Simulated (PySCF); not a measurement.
## CdBi: frontier orbitals

r²SCAN at R = 3.157 Å; Cd def2-SVP with ECP28, Bi def2-SVP with ECP60; scalar-relativistic core potentials (PySCF 2.14). State: ⁴Σ⁻ (quartet), unpaired electrons σ ↑, π ↑↑. Only the outer orbitals are listed, counted within each symmetry, core potentials removing the inner ones.

```csv
spin,orbital,occ.,ε (eV),on Cd (%),main shells (%)
α,8σ,1,-6.91,60,"60 Cd s, 39 Bi p"
α,5π,1,-5.53,2,98 Bi p
α,5π,1,-5.53,2,98 Bi p
α,9σ,1,-4.66,49,"51 Bi p, 36 Cd s, 13 Cd p"
α,6π,0,-0.94,97,97 Cd p
α,6π,0,-0.94,97,97 Cd p
α,10σ,0,0.14,93,89 Cd p
β,8σ,1,-6.29,81,"80 Cd s, 17 Bi p"
β,5π,0,-2.93,10,"90 Bi p, 10 Cd p"
β,5π,0,-2.93,10,"90 Bi p, 10 Cd p"
β,9σ,0,-2.84,40,"60 Bi p, 20 Cd p, 19 Cd s"
```

Question: Which are the highest filled and the lowest empty level, where do they sit, and how wide is the gap?

Answer: Highest filled α 9σ at -4.66 eV (in %: 51 Bi p, 36 Cd s, 13 Cd p); lowest empty β 5π at -2.93 eV (in %: 90 Bi p, 10 Cd p); the gap at r²SCAN is 1.73 eV.

| Item | Value |
| --- | --- |
| bond order (Mayer) | 0.55 |
| ⟨S²⟩ | 3.770 |
| charge on Cd (Mulliken, basis-dependent) | 0.04 |
| charge on Cd (Löwdin, basis-dependent) | -0.04 |
| dipole moment (positive dipole means Cd(−)Bi(+)) | -0.13 D |

These are scalar-relativistic numbers at best; spin–orbit coupling would shift them, the dissociation energy most. The state is the lowest determinant that a PBE0 search found; another state may lie lower at other levels.
